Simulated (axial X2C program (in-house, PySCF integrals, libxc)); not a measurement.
Worked dissociation energy of IBr⁺: CCSD, scalar-relativistic

All values were computed with an axial X2C code built on PySCF integrals. Spin-free means the one-electron spin-free X2C Hamiltonian. Basis: I dyall-cv3z [11s12p8d4f1g], Br dyall-cv3z [8s9p6d4f1g] (cores contracted in-house); Gaussian nuclei, density fitting, unrestricted open shells. Masses: I 126.904 u, Br 78.918 u.

Molecular state: M_S = 1/2, Λ = 1 (beyond evenly filled blocks: π+α, π+β, π-α).

Correlated methods: 13 electrons correlated (number of frozen shells: I 4 s, 3 p, 2 d; Br 3 s, 2 p, 1 d), 261 virtual spin orbitals or spinors in MP2, 90 natural virtuals in coupled cluster.

| Property | Result |
| --- | --- |
| E(I+) (2M_S = 2, M_L = 0) | -7112.516078 hartree |
| E(Br) (2M_S = 1, M_L = 0) | -2604.660147 hartree |
| E(IBr⁺) at Re | -9717.257895 hartree |
| ωe | 312.3 cm⁻¹ |

Question: Work out De and D0.

Answer: De = -7112.516078 + (-2604.660147) − (-9717.257895) = 0.08167 hartree = 2.222 eV. The zero-point energy is ωe/2 = 156 cm⁻¹ = 0.019 eV, so D0 = 2.203 eV.

The state is one determinant whose occupation by symmetry is held fixed; it was picked as the lowest of a PBE0 search that is not exhaustive. Dissociation energies refer to the lowest single-determinant-based atoms at the same level and basis. CCSD ran in a truncated set of natural virtual spinors with an MP2 remainder; without triples it tends to underbind. The determinant is spin-polarised beyond a pure state at some levels (its spin-free form has ⟨S²⟩ too high), which makes Re and μ there less reliable. Spin-free De lacks the spin–orbit lowering of the heavy p-block atom, a tenth of an eV or more for 4p and 5p, up to an eV for 6p and one to two eV for 7p atoms, less what an open-shell molecule gains itself.

Each atomic determinant is the lowest at this level and need not be a pure term. Totals compare only within one Hamiltonian and basis.
